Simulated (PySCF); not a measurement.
From one molecule to another.

First species: C4H3Cl2F3Si.
Z-matrix (Å and degrees, GFN2-xTB geometry), rows numbered from 1:
```
F 
C   1  1.3403
F   2  1.3448  1  106.71
F   2  1.3468  1  106.39  3  -112.69
C   2  1.4954  1  113.22  3   123.78
C   5  1.3004  2  121.90  1     7.31
C   6  1.2904  5  176.43  2    65.46
Si  7  1.8986  6  123.30  2    84.04
Cl  8  2.0072  7  108.88  6    16.34
Cl  8  2.0134  7  107.14  6   136.22
H   5  1.0789  2  114.74  1  -172.39
H   7  1.0802  6  119.24  8  -179.68
H   8  1.4552  7  109.91  6  -104.96
```

Second species: C2H9O4PSi.
InChI=1S/C2H9O4PSi/c1-4-7(3,5-2)6-8/h1-2,8H3

Levels: PBE0/pcSseg-1 for dipole moment, HOMO energy, LUMO energy and HOMO–LUMO gap; GFN2-xTB for rotational constant A and rotational constant C. Geometries: GFN2-xTB. Each structure is a single optimised conformer of the isolated species, non-relativistic unless stated; the electronic structure was computed with PySCF and density fitting.

The conformers computed, where there is a choice (atom-mapped SMILES and torsion angles):
- `[F:1][C:2]([F:3])([F:4])[CH:5]=[C:6]=[CH:7][SiH:8]([Cl:9])[Cl:10]`: F1–C2–C5–C6 7°, C6–C7–Si8–Cl9 16°
- `[CH3:1][O:2][P:3](=[O:4])([O:5][CH3:6])[O:7][SiH3:8]`: C1–O2–P3–O4 -40°, O2–P3–O5–C6 -159°, O2–P3–O7–Si8 66°

Which has the higher rotational constant A?

The second: 1.918 GHz against 1.860 GHz, a difference of 0.058 GHz.

Which has the higher dipole moment?

The first: 1.83 D against 0.98 D, a difference of 0.85 D.

Which of the two has the higher HOMO–LUMO gap, and by how much?

The second: 8.48 eV against 7.23 eV, a difference of 1.25 eV.

Which has the higher LUMO energy?

The second: 0.07 eV against -1.28 eV, a difference of 1.35 eV.

Which of the two has the higher rotational constant C, and by how much?

The second: 0.892 GHz against 0.310 GHz, a difference of 0.582 GHz.

Which has the higher HOMO energy?

The second: -8.41 eV against -8.51 eV, a difference of 0.10 eV.

On the first: The dipole matches unit charges of opposite sign 0.38 Å apart (1 e·Å = 4.8032 D).

On the second: The dipole equals about 3.3 × 10⁻³⁰ C·m (1 D = 3.33564 × 10⁻³⁰ C·m).
